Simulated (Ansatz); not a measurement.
Geometry optimisation, UHF/6-31G* in Ansatz 0.2.0.

Input:

```yaml
crystal:
  periodic: [false, false, false]
  atoms:
    - { symbol: B, position_ang: [-0.017759, -0.022207, -0.134792] }
    - { symbol: H, position_ang: [0.095464, -0.332661, 1.005982] }
    - { symbol: Cl, position_ang: [1.459168, 0.358063, -1.059323] }
    - { symbol: "N", position_ang: [-1.247986, 0.024753, -0.763546] }
    - { symbol: H, position_ang: [-2.095964, -0.184369, -0.287941] }
    - { symbol: H, position_ang: [-1.363823, 0.283032, -1.717798] }
    - { symbol: O, position_ang: [-0.265375, 0.005416, 3.169771] }
    - { symbol: H, position_ang: [-0.412225, -0.933127, 3.279748] }
magnetization:
  spin_polarized: true
  initial_magnetization: 1
basis:
  gaussian: { orbitals: "6-31G*" }
hamiltonian:
  xc: hf
relax:
  f_tol: 0.03
  max_steps: 50
```

Launched with:

```bash
$ ansatz run input.yaml --threads 1 --pin off --max-ram 2048MiB --backend cpu --events-out ev --progress --plain --runs-dir out
```

Where does it end, and by what steps?

The run converged. After 29 steps the energy has fallen by 0.203 eV; O7 moved furthest, 1.42 Å.

```csv
step,energy less start (eV),largest force component (eV/Å),accepted
0,0.0000,0.371,yes
2,-0.0424,1.394,yes
4,-0.0677,1.222,no
6,-0.0890,0.230,yes
8,-0.0923,0.153,yes
10,-0.0950,0.628,no
12,-0.1031,0.160,yes
14,-0.1109,0.714,yes
16,-0.1273,0.586,yes
18,-0.1421,0.926,no
20,-0.1610,0.374,yes
22,-0.1907,0.543,yes
24,-0.2006,0.098,yes
26,-0.2021,0.036,yes
28,-0.2025,0.054,yes
29,-0.2026,0.015,yes
```

```xyz
8
Properties=species:S:1:pos:R:3
B 0.350 -0.031 -0.362
H 1.012 -0.238 0.599
Cl 1.194 0.162 -1.927
N -1.023 0.061 -0.293
H -1.510 -0.044 0.571
H -1.602 0.235 -1.086
O -1.588 -0.414 2.850
H -0.682 -0.533 3.141
```

Whether the end is a true minimum wasn't checked by a vibrational analysis.

Time of the run: 70 s on 1 thread of Arm Neoverse V2 (shared host), peak memory 0.18 GiB.
